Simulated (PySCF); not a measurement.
## C: excitation energy

C [He] 2s2 2p2 (3P) → C [He] 2s1 2p2 3s1 (5P), as a difference of total energies. Computed with PySCF 2.14 in dyall-acv3z (15s9p4d2f, 76 functions), with the non-relativistic Hamiltonian (point nucleus). Correlated levels: valence and next inner shell: nothing frozen; virtual orbitals above 40 to 60 times the deepest correlated orbital energy dropped. The calculations carry no spin-orbit coupling.

```tsv
method	excitation energy (eV)
UHF	10.957
MP2 (valence and next inner shell)	12.446
SCS-MP2 (valence and next inner shell)	12.802
CCSD (valence and next inner shell)	12.809
CCSD(T) (valence and next inner shell)	12.871
```

How much does correlation contribute at CCSD(T) (valence and next inner shell)?

12.871 − (10.957) = 1.914 eV, measured against UHF.

The upper state lies above the first ionisation limit, but in LS coupling its spin forbids autoionisation to the ground ion. A Rydberg-like electron needs more diffuse functions than a valence basis has.

The promoted electron is Rydberg-like, and one or two diffuse shells describe it only roughly, which tends to raise the upper state.
